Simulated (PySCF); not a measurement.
## Assigning NMR signals

Molfile (atoms numbered from 1):
```
C4H3F5O
     RDKit          3D

 13 12  0  0  0  0  0  0  0  0999 V2000
    2.3299   -0.5742    1.1936 F   0  0  0  0  0  0  0  0  0  0  0  0
    2.0971    0.1451    0.0988 C   0  0  0  0  0  0  0  0  0  0  0  0
    0.9938   -0.0332   -0.6153 C   0  0  0  0  0  0  0  0  0  0  0  0
    0.8267    0.7064   -1.7256 F   0  0  0  0  0  0  0  0  0  0  0  0
   -0.1286   -0.9864   -0.3171 C   0  0  0  0  0  0  0  0  0  0  0  0
   -0.9824   -0.5378    0.7506 O   0  0  0  0  0  0  0  0  0  0  0  0
   -1.6844    0.5619    0.5303 C   0  0  0  0  0  0  0  0  0  0  0  0
   -2.5374    0.7429    1.5283 F   0  0  0  0  0  0  0  0  0  0  0  0
   -2.4006    0.5252   -0.6050 F   0  0  0  0  0  0  0  0  0  0  0  0
   -0.9383    1.6775    0.4481 F   0  0  0  0  0  0  0  0  0  0  0  0
    2.8767    0.8541   -0.1360 H   0  0  0  0  0  0  0  0  0  0  0  0
   -0.7196   -1.1471   -1.2252 H   0  0  0  0  0  0  0  0  0  0  0  0
    0.2629   -1.9338    0.0568 H   0  0  0  0  0  0  0  0  0  0  0  0
  1  2  1  0
  2  3  2  0
  3  4  1  0
  3  5  1  0
  5  6  1  0
  6  7  1  0
  7  8  1  0
  7  9  1  0
  7 10  1  0
  2 11  1  0
  5 12  1  0
  5 13  1  0
M  END
```

[PySCF 2.14.0 with density-fitted response routines: geometry: GFN2-xTB; GIAO PBE0/pcSseg-1 shieldings; no solvent model; non-relativistic; averaged over atoms made equivalent by symmetry, fast rotation or ring inversion; single conformer]

Shifts are taken against calculated references (same method and geometry level): ¹³C and ¹H against TMS.

Q: Assign these signals to the numbered atoms. ¹³C{¹H} NMR (computed): δ 161.9 (C), 155.0 (CH), 131.2 (C), 65.7 (CH2).

A: 
| δ (ppm) | atoms | environment | reason |
| --- | --- | --- | --- |
| 161.9 | C3 | fully substituted alkene carbon | the olefinic region |
| 155.0 | C2 | alkene CH | as expected for a trigonal carbon in a double bond |
| 131.2 | C7 | CF3 carbon | 4 electronegative neighbours deshield it |
| 65.7 | C5 | allylic sp3 CH2 bonded to O | the inductive effect lowers its shielding |

Q: Assign these signals to the numbered atoms. ¹H NMR (600 MHz, computed): δ 7.69 (m, 1H), 4.98 (m, 2H).

A: 
```tsv
δ (ppm)	atoms	environment	reason
7.69	H11	hydrogen on an alkene CH	olefinic region
4.98	H12/H13	hydrogen on an allylic sp3 CH2 bonded to O	its carbon carries O, hence the downfield position
```

Splittings by ¹⁹F in the carbon and heteronuclear signals aren't shown, as no couplings were computed. Shifts are as computed. Against solution values, carbons near 30 ppm lie about +3 ppm off and those near 130 ppm about +5 ppm. Of 1211 compounds with measured shifts, 218 miss one by over three times the rms of a fit or turn the order of signals round; such compounds aren't used in these exercises. Multiplicities follow the n + 1 count of equivalent neighbours, as no J values were calculated; m marks all less simple cases, F and P coupling included.
